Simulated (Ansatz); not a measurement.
A made-up structure of NaAlH2Se, closed shell:

```
5
angstrom
Na -2.9138 -1.0428 -1.0909
Al -0.4519 -0.3761 0.2513
Se 1.0356 1.0494 -0.9245
H 2.0084 0.2231 -1.7314
H 2.0893 1.0953 0.0987
```

It is relaxed with PBE-D4/def2-SVP and then PBE0-D4/def2-TZVP (Ansatz 0.2.0). Atoms count as bonded within 1.22 times the sum of their covalent radii (H–H: 0.88 Å). The end point is not checked to be a true minimum.

(1) Does its bonding change? (A judgement: the text doesn't fix the answer.)

Results:

(1) Computed: No: no bond forms or breaks.

Where it ends: The first stage lowers the energy by 0.68 eV in 10 steps. It ends as NaAlH₂Se ([Na][Al][SeH2]):
Na1  (-2.307, -1.012, -1.538)
Al2  (-0.799, -0.126, 0.983)
Se3  (0.968, 0.758, -0.691)
H4  (1.565, 0.324, -1.989)
H5  (2.340, 1.004, -0.162)
(Å)

Labels in which every atom is bracketed show which atoms are joined, not bond orders.

For scale, one of the runs: PBE0-D4/def2-TZVP relaxation, 129 basis functions, launched by `ansatz run in.yaml --threads 2 --pin off --events-out ev --progress --plain --max-ram 4352MiB`. Hardware: 2 CPU threads of an Arm Neoverse V1, shared host. Wall time about 33 s.
